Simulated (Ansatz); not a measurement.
**A geometry optimisation of CH8ClNOSi2 with r2SCAN-D4/def2-SVP**

The starting geometry of this gas-phase singlet was optimised with GFN2-xTB; its bonds are those of `CO[SiH2]N[SiH2]Cl`.

```yaml
atoms:
  - { symbol: C, position_ang: [1.9943, 0.9070, 1.8543] }
  - { symbol: Cl, position_ang: [-1.4309, -2.6396, -2.8231] }
  - { symbol: N, position_ang: [-0.7287, -0.9050, -0.5065] }
  - { symbol: O, position_ang: [1.1999, 0.2713, 0.8987] }
  - { symbol: Si, position_ang: [-0.3363, -0.2227, 1.0312] }
  - { symbol: Si, position_ang: [-0.5007, -2.5215, -1.0417] }
  - { symbol: H, position_ang: [2.9497, 1.1533, 1.3902] }
  - { symbol: H, position_ang: [1.5174, 1.8242, 2.2082] }
  - { symbol: H, position_ang: [2.1663, 0.2523, 2.7117] }
  - { symbol: H, position_ang: [-1.2402, 0.9038, 1.2688] }
  - { symbol: H, position_ang: [-0.4804, -1.2702, 2.0381] }
  - { symbol: H, position_ang: [-0.8995, -0.2256, -1.2311] }
  - { symbol: H, position_ang: [0.8947, -2.9018, -1.2561] }
  - { symbol: H, position_ang: [-1.1704, -3.4087, -0.0974] }
```

Q: Where would you expect an optimisation with r2SCAN-D4/def2-SVP to take it?

A: It keeps its bonds, and is `CO[SiH2]N[SiH2]Cl`.

The energy falls by 0.27 eV over 22 steps:

```
step  E − E(last) (eV)
   1             0.269
   3             0.101
   6             0.064
   8             0.048
  10             0.023
  13             0.002
  15             0.001
  17             0.000
  20             0.000
  22             0.000
```

Final geometry (Å):

```yaml
atoms:
  - { symbol: C, position_ang: [1.8546, 0.9661, 2.1805] }
  - { symbol: Cl, position_ang: [-2.5512, -2.9625, -1.6270] }
  - { symbol: N, position_ang: [-0.2681, -0.9198, -0.7911] }
  - { symbol: O, position_ang: [1.4280, 0.1867, 1.0865] }
  - { symbol: Si, position_ang: [-0.1584, -0.2145, 0.7880] }
  - { symbol: Si, position_ang: [-0.5477, -2.5732, -1.2046] }
  - { symbol: H, position_ang: [2.9173, 1.2169, 2.0406] }
  - { symbol: H, position_ang: [1.2868, 1.9128, 2.2644] }
  - { symbol: H, position_ang: [1.7559, 0.4204, 3.1378] }
  - { symbol: H, position_ang: [-0.9768, 1.0340, 0.8739] }
  - { symbol: H, position_ang: [-0.6541, -1.2386, 1.7530] }
  - { symbol: H, position_ang: [-0.1870, -0.2734, -1.5754] }
  - { symbol: H, position_ang: [0.2063, -2.9202, -2.4373] }
  - { symbol: H, position_ang: [-0.1705, -3.4178, -0.0442] }
```

The end wasn't checked by frequencies. Run with Ansatz 0.2.0, 83 s on 2 threads of Intel(R) Xeon(R) Platinum 8259CL CPU @ 2.50GHz (Skylake/Cascade Lake), on a shared host.
